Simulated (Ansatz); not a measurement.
One change: `C#C[SiH2][GaH2]` becomes `C#C[SiH2][AlH][Cl]`.

Ansatz, PBE0-D4/def2-TZVP geometries, multiplicity 1. Each molecule was computed in one conformer, which needn't be the lowest.

Scalar relativity is left out up to krypton.

```tsv
property	`C#C[SiH2][GaH2]`
size of the dipole moment (ωB97M-V/def2-TZVPP) / D	0.42
size of the dipole moment (PBE/def2-TZVPP) / D	0.35
size of the dipole moment (B3LYP/def2-TZVPP) / D	0.36
zero-point energy (PBE0-D4/def2-TZVP) / kJ/mol	128.6
HOMO–LUMO gap (ωB97M-V/def2-TZVPP) / eV	8.92
HOMO–LUMO gap (PBE0/def2-TZVPP) / eV	5.18
```

Problem. What does the change do to each property? (Estimate.)

Solution. Computed: 
```tsv
property	`C#C[SiH2][AlH][Cl]`	shift
size of the dipole moment (ωB97M-V/def2-TZVPP) / D	1.57	1.15
size of the dipole moment (PBE/def2-TZVPP) / D	1.42	1.07
size of the dipole moment (B3LYP/def2-TZVPP) / D	1.54	1.18
zero-point energy (PBE0-D4/def2-TZVP) / kJ/mol	117.0	-11.6
HOMO–LUMO gap (ωB97M-V/def2-TZVPP) / eV	9.17	0.25
HOMO–LUMO gap (PBE0/def2-TZVPP) / eV	5.50	0.32
```

With PBE0 the HOMO falls by 0.18 eV and the LUMO rises by 0.14 eV, so the gap widens by about 0.32 eV. PBE moves the HOMO by -0.14 eV and ωB97M-V by -0.15 eV. Dipoles are sizes alone; their direction can turn.

B3LYP here is the variant with VWN-RPA as its local correlation; programs differ in this.
